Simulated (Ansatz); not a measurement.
ethylene glycol (C$_{2}$H$_{6}$O$_{2}$), singlet, geometry from GFN2-xTB; WB97X/STO-3G in Ansatz (a first-principles code).

Here is a job for Ansatz.
Ansatz 0.2 input:
```yaml
crystal:
  periodic: [false, false, false]
  atoms:
    - {symbol: O, position_ang: [1.38862697, -0.50655432, 0.02194566]}
    - {symbol: C, position_ang: [0.63163470, 0.66843375, -0.19835464]}
    - {symbol: C, position_ang: [-0.80964679, 0.23574802, -0.47099206]}
    - {symbol: O, position_ang: [-1.37630039, -0.40343259, 0.64080028]}
    - {symbol: H, position_ang: [2.30215418, -0.26736004, 0.20373679]}
    - {symbol: H, position_ang: [0.65745438, 1.31370296, 0.68995200]}
    - {symbol: H, position_ang: [1.01699273, 1.22851647, -1.06037086]}
    - {symbol: H, position_ang: [-1.42832720, 1.11028504, -0.68117583]}
    - {symbol: H, position_ang: [-0.81625899, -0.43066573, -1.34505395]}
    - {symbol: H, position_ang: [-0.76255508, -1.09967399, 0.90702455]}
basis:
  gaussian:
    orbitals: STO-3G
hamiltonian:
  xc: {name: wB97X}
accuracy: high
```

What the program printed (banner, timings and long lists left out):

```
Functional definition: wB97X
530 factors; integrals over basis functions are off by at most 5.0e-9 eV
211 factors; integrals over basis functions are off by at most 9.1e-10 eV
mean field evaluation 1: about -6178.9452 eV, gradient 2.5e1 eV
mean field evaluation 2: about -6180.4670 eV, gradient 1.4e1 eV
mean field evaluation 4: about -6180.9715 eV, gradient 1.9e-1 eV
mean field evaluation 8: about -6180.9338 eV, gradient 2.2e-3 eV
mean field evaluation 16: about -6180.9338 eV, gradient 4.5e-8 eV
mean field -6180.93375730 eV, -227.1451259934 hartree, gradient 4.2e-8 eV, S^2 0.000000; 0 other end points of the search recorded, 0 dependent functions left out
reference -6180.93375538 eV, -227.1451259227 hartree; 17, 17 occupied and 9, 9 virtual orbitals, 530 factors
Total energy: -6180.93375538 eV, -227.1451259227 hartree
```
